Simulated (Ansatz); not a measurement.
C$_{3}$H$_{3}$ (SMILES C#C[CH2]), doublet, at a GFN2-xTB geometry; PBE-QIDH/3-21G (Ansatz, a quantum-chemistry and plane-wave program).

Input for Ansatz:
Ansatz 0.2 input:
```yaml
crystal:
  periodic: [false, false, false]
  atoms:
    - {symbol: C, position_ang: [1.30815180, -0.19129891, 0.14654059]}
    - {symbol: C, position_ang: [0.10901014, -0.01594121, 0.01221143]}
    - {symbol: C, position_ang: [-1.22056561, 0.17849066, -0.13672909]}
    - {symbol: H, position_ang: [2.33913641, -0.34206600, 0.26203260]}
    - {symbol: H, position_ang: [-1.59247811, 1.02636034, -0.68281534]}
    - {symbol: H, position_ang: [-1.92623626, -0.51179755, 0.28864513]}
basis:
  gaussian:
    orbitals: 3-21G.json
hamiltonian:
  xc: {name: PBE-QIDH}
magnetization: {spin_polarized: true, initial_magnetization: 1}
```
The basis file holds 3-21G in the JSON format of the Basis Set Exchange.

What the program printed (banner, timings and long lists left out):

```
Functional definition: PBE-QIDH
450 factors; integrals over basis functions are off by at most 9.2e-4 eV
mean field evaluation 1: about -3128.4959 eV, gradient 1.4e1 eV
mean field evaluation 2: about -3128.7197 eV, gradient 1.4e1 eV
mean field evaluation 4: about -3129.9130 eV, gradient 1.8e0 eV
mean field evaluation 8: about -3129.9815 eV, gradient 3.5e-1 eV
mean field evaluation 16: about -3129.9885 eV, gradient 3.1e-4 eV
mean field -3129.98852972 eV, -115.0249568847 hartree, gradient 5.0e-6 eV, S^2 0.844749; 0 other end points of the search recorded, 0 dependent functions left out
3 core orbitals not correlated
reference -3129.98853456 eV, -115.0249570627 hartree; 8, 7 occupied and 22, 23 virtual orbitals, 450 factors
second order -7.47645175 eV of doubles, -0.00000000 eV of singles
Total energy: -3132.48068515 eV, -115.1165419075 hartree
```
